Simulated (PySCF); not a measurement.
# Be⁺: excitation energy

Be⁺ [He] 2s1 (2S) → Be⁺ [He] 2p1 (2P), as a difference of total energies. Calculation: PySCF 2.14, in aug-cc-pCVTZ-DK (7s6p4d2f, 59 functions); the spin-free X2C one-electron Hamiltonian (Gaussian nucleus). Correlated levels: valence and next inner shell: nothing frozen. The calculations carry no spin-orbit coupling.

```tsv
method	excitation energy (eV)	error (eV)
UHF	3.995	+0.036
LDA	3.503	-0.456
PBE	3.451	-0.508
PBE0	3.593	-0.366
r2SCAN	3.533	-0.426
M06-2X	3.789	-0.170
revPBE	3.428	-0.531
PW91	3.457	-0.502
MP2 (valence and next inner shell)	3.991	+0.032
SCS-MP2 (valence and next inner shell)	4.002	+0.043
```

Reference: 3.959 eV (measured; NIST levels, between the centres of gravity of the two terms).

Errors of the correlated levels include the incompleteness of this basis.
